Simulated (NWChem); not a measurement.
All runs are NWChem calculations. System: HBrSi, charge 1, spin multiplicity 2, at the geometry of a parent with another charge or spin, in a state set for the comparison that need not be this species' ground state. Its SCF solution wasn't tested for a lower state. Level: UMP2/6-31G* (spherical d), 14 core orbitals frozen.

NWChem printed:

```
             Northwest Computational Chemistry Package (NWChem) 7.3.0
             --------------------------------------------------------

                                NWChem Input Module
                                -------------------

 Scaling coordinates for geometry "geometry" by  1.889725989
 (inverse scale =  0.529177249)

 Turning off AUTOSYM since
 SYMMETRY directive was detected!

                             Geometry "geometry" -> ""
                             -------------------------

 Output coordinates in angstroms (scale by  1.889725989 to convert to a.u.)

  No.       Tag          Charge          X              Y              Z
 ---- ---------------- ---------- -------------- -------------- --------------
    1 Si                  14.0000    -1.08323600     1.16034600     0.00000000
    2 H                    1.0000    -0.00621000     2.27838100     0.00000000
    3 Br                  35.0000     0.43347200    -0.52923500     0.00000000

 Effective nuclear repulsion energy (a.u.)     125.4930281876

            Nuclear Dipole moment (a.u.)
            ----------------------------
        X                 Y               Z
 ---------------- ---------------- ----------------
     0.0000113384     0.0000000000     0.0000000000

      Symmetry information
      --------------------

 Group name             Cs
 Group number              2
 Group order               2
 No. of unique centers     3

      Symmetry unique atoms

     1    2    3


 Summary of "ao basis" -> "" (spherical)
 ------------------------------------------------------------------------------
       Tag                 Description            Shells   Functions and Types
 ---------------- ------------------------------  ------  ---------------------
 *                           6-31g*                   on all atoms

 Summary of "ao basis" -> "ao basis" (spherical)
 ------------------------------------------------------------------------------
       Tag                 Description            Shells   Functions and Types
 ---------------- ------------------------------  ------  ---------------------
 Si                          6-31g*                  8       18   4s3p1d
 H                           6-31g*                  2        2   2s
 Br                          6-31g*                 12       32   5s4p3d

                                 NWChem SCF Module
                                 -----------------

  ao basis        = "ao basis"
  functions       =    52
  atoms           =     3
  alpha electrons =    25
  beta  electrons =    24
  charge          =   1.00
  wavefunction    = UHF
  use symmetry    = T
  symmetry adapt  = T

 Summary of "ao basis" -> "ao basis" (spherical)
 ------------------------------------------------------------------------------
       Tag                 Description            Shells   Functions and Types
 ---------------- ------------------------------  ------  ---------------------
 Si                          6-31g*                  8       18   4s3p1d
 H                           6-31g*                  2        2   2s
 Br                          6-31g*                 12       32   5s4p3d

      Symmetry analysis of basis
      --------------------------

        a'         37
        a"         15

 Forming initial guess at       0.0s

   Symmetry analysis of molecular orbitals - initial alpha
   -------------------------------------------------------

  Numbering of irreducible representations:

     1 a'          2 a"

  Orbital symmetries:

     1 a'          2 a'          3 a'          4 a'          5 a'
     6 a"          7 a'          8 a'          9 a'         10 a"
    11 a'         12 a"         13 a'         14 a'         15 a'
    16 a'         17 a"         18 a'         19 a"         20 a'
    21 a'         22 a'         23 a'         24 a"         25 a'
    26 a"         27 a'         28 a'         29 a'         30 a'
    31 a'         32 a"         33 a'         34 a'         35 a"

   Symmetry analysis of molecular orbitals - initial beta
   ------------------------------------------------------

  Numbering of irreducible representations:

     1 a'          2 a"

  Orbital symmetries:
[...]
   Bfn.  Coefficient  Atom+Function         Bfn.  Coefficient  Atom+Function
  ----- ------------  ---------------      ----- ------------  ---------------
    12      0.990379  1 Si py                34      0.779829  3 Br s
    11     -0.604967  1 Si px                35     -0.539830  3 Br px
    10     -0.536806  1 Si s                 36      0.464055  3 Br py
     8      0.347414  1 Si py                31     -0.270709  3 Br px
    32      0.238798  3 Br py                 7     -0.190526  1 Si px

 center of mass
 --------------
 x =   0.07513160 y =  -0.13076060 z =   0.00000000

 moments of inertia (a.u.)
 ------------------
         231.270064783611         190.027742849375           0.000000000000
         190.027742849375         170.240435091419           0.000000000000
           0.000000000000           0.000000000000         401.510499875030

  Mulliken analysis of the total density
  --------------------------------------

    Atom       Charge   Shell Charges
 -----------   ------   -------------------------------------------------------
    1 Si  14    13.02   2.00  2.00  5.97  1.21  1.27  0.28  0.18  0.10
    2 H    1     0.93   0.44  0.49
    3 Br  35    35.05   2.00  2.00  6.00  2.00  5.99  1.58  3.72  0.40  1.32  6.97  2.93  0.14

  Mulliken analysis of the alpha density
  --------------------------------------

    Atom       Charge   Shell Charges
 -----------   ------   -------------------------------------------------------
    1 Si  14     6.79   1.00  1.00  2.99  0.68  0.80  0.15  0.11  0.05
    2 H    1     0.59   0.28  0.31
    3 Br  35    17.62   1.00  1.00  3.00  1.00  3.00  0.79  1.95  0.20  0.66  3.48  1.46  0.07

   Mulliken analysis of the beta density
   -------------------------------------

    Atom       Charge   Shell Charges
 -----------   ------   -------------------------------------------------------
    1 Si  14     6.23   1.00  1.00  2.99  0.53  0.47  0.13  0.06  0.05
    2 H    1     0.34   0.16  0.18
    3 Br  35    17.43   1.00  1.00  3.00  1.00  3.00  0.79  1.77  0.20  0.66  3.49  1.46  0.07

   Mulliken analysis of the spin density
   -------------------------------------

    Atom       Charge   Shell Charges
 -----------   ------   -------------------------------------------------------
    1 Si  14     0.57   0.00  0.00  0.00  0.15  0.33  0.02  0.05  0.00
    2 H    1     0.25   0.12  0.13
    3 Br  35     0.18  -0.00 -0.00  0.00 -0.00  0.00  0.00  0.18 -0.00  0.01 -0.00  0.00 -0.00

       Multipole analysis of the density wrt the origin
       ------------------------------------------------

     L   x y z        total         alpha         beta         nuclear
     -   - - -        -----         -----         ----         -------
     0   0 0 0      1.000000    -25.000000    -24.000000     50.000000

     1   1 0 0     -1.819003      0.093483     -1.912497      0.000011
     1   0 1 0      2.108435      0.065163      2.043271      0.000000
     1   0 0 1      0.000000      0.000000      0.000000      0.000000

     2   2 0 0    -15.695055    -53.719800    -44.124272     82.149017
     2   1 1 0     -5.494811     45.446888     40.621989    -91.563689
     2   1 0 1      0.000000      0.000000      0.000000      0.000000
     2   0 2 0    -14.855003    -71.677317    -64.036068    120.858382
     2   0 1 1     -0.000000     -0.000000      0.000000      0.000000
     2   0 0 2    -19.951544    -10.515449     -9.436095      0.000000

                   NWChem MP2 Semi-direct Energy/Gradient Module
                   ---------------------------------------------

  Basis functions       =     52
  Molecular orbitals    =     52
  Frozen core           =     14
  Frozen virtuals       =      0
  Active alpha occupied =     11
  Active beta occupied  =     10
  Active alpha virtual  =     27
  Active beta virtual   =     28
  Use MO symmetry       = T
  Use skeleton AO sym   = T

  AO/Fock/Back tols     =   1.0D-09  1.0D-09  1.0D-09

 GA uses MA = F    GA memory limited = T

 Available:
  local mem=  1.26D+08
 global mem=  1.44D+08
 local disk=  0.00D+00
  mp2_memr nvloc                    27
  nvloc new                    27
   1 passes of  11:        3145728                      13089                   1368932.
   1 passes of  11: M    126153338           G      144173792           F     123007610.

 Semi-direct pass number   1 of   1  for UHF alpha       at        0.9s
  vrange nnbf                  1351
  mp2_eaftype                    10  avail_ma_in_mb                  1099
 EAF : mp2_eaftype filesize          10     684466.
  mp2_eaf for mointskh                     10
Node 0 wrote      3.2 Mb in      0.0 s     Agg I/O rate:  1815.0 Mb/s
 Done moints_semi at        2.4s
  mp2_eaftype                    10  avail_ma_in_mb                  1089
 EAF : mp2_eaftype filesize          10     684466.
  mp2_eaf for kh                    10
 Done maket at        2.4s
 Done multipass loop at        2.4s

 GA uses MA = F    GA memory limited = T

 Available:
  local mem=  1.26D+08
 global mem=  1.44D+08
 local disk=  0.00D+00
  mp2_memr nvloc                    28
  nvloc new                    28
   1 passes of  10:        3145728                      12656                   1290844.
   1 passes of  10: M    126153338           G      144173792           F     123007610.

 Semi-direct pass number   1 of   1  for UHF beta        at        2.5s
  vrange nnbf                  1351
  mp2_eaftype                    10  avail_ma_in_mb                  1099
 EAF : mp2_eaftype filesize          10     645422.
  mp2_eaf for mointskh                     10
Node 0 wrote      3.0 Mb in      0.0 s     Agg I/O rate:  1771.3 Mb/s
 Done moints_semi at        3.9s
  mp2_eaftype                    10  avail_ma_in_mb                  1089
 EAF : mp2_eaftype filesize          10     645422.
  mp2_eaf for kh                    10
 Done maket at        4.0s
 Done multipass loop at        4.0s

          -------------------------------------------
          SCF energy               -2861.267928923332
          Correlation energy          -0.305659609031
          Singlet pairs                0.000000000000
          Triplet pairs                0.000000000000
          Total MP2 energy         -2861.573588532363
          -------------------------------------------

          ---------------------------------------------------
                    Spin Component Scaled (SCS) MP2
          Same spin pairs                     -0.091973899662
          Same spin scaling factor             0.333333333333
          Opposite spin pairs                 -0.213685709369
          Opposite spin scaling fact.          1.200000000000
          SCS-MP2 correlation energy          -0.287080817796
          Total SCS-MP2 energy             -2861.555009741129
          ---------------------------------------------------

 -----------------------
 Performance information
 -----------------------

 Timer overhead =  1.56D-07 seconds/call

               Nr. of calls         CPU time (s)                 Wall time (s)                GFlops
             ---------------    -------------------     ------------------------------   -------------------
Name         Min   Avg   Max    Min     Avg     Max     Min     Avg     Max   Mx/calls   Min     Max     Sum
mp2: moin     2     2     2    3.0     3.0     3.0      3.0     3.0     3.0     1.5      0.0     0.0     0.0
mp2: make     2     2     2   4.67E-2 4.67E-2 4.67E-2  4.67E-2 4.67E-2 4.67E-2 2.34E-2   0.0     0.0     0.0
mp2: tota     1     1     1    3.1     3.1     3.1      3.1     3.1     3.1     3.1      0.0     0.0     0.0

 The average no. of pstat calls per process was 5.00D+00
 with a timing overhead of 7.79D-07s

 Task  times  cpu:        3.9s     wall:        3.9s

 Total times  cpu:        4.0s     wall:        4.0s
```

### Question
Write an NWChem input that would produce this output.

### Answer
This is not unique; one that fits is 
```
start mol
memory heap 200 mb stack 900 mb global 1100 mb
charge 1
geometry units angstroms nocenter noautoz
  Si    -1.083236     1.160346     0.000000
  H     -0.006210     2.278381     0.000000
  Br     0.433472    -0.529235     0.000000
  symmetry group Cs
end
basis spherical
  * library 6-31g*
end
scf
  uhf
  nopen 1
  maxiter 100
  thresh 1e-7
  semidirect memsize 60000000 filesize 0
  # guess.movecs holds the orbitals of an unrestricted PBE0 run
  vectors input guess.movecs output mol.movecs
end
mp2
  freeze core 14
end
task mp2 energy
```
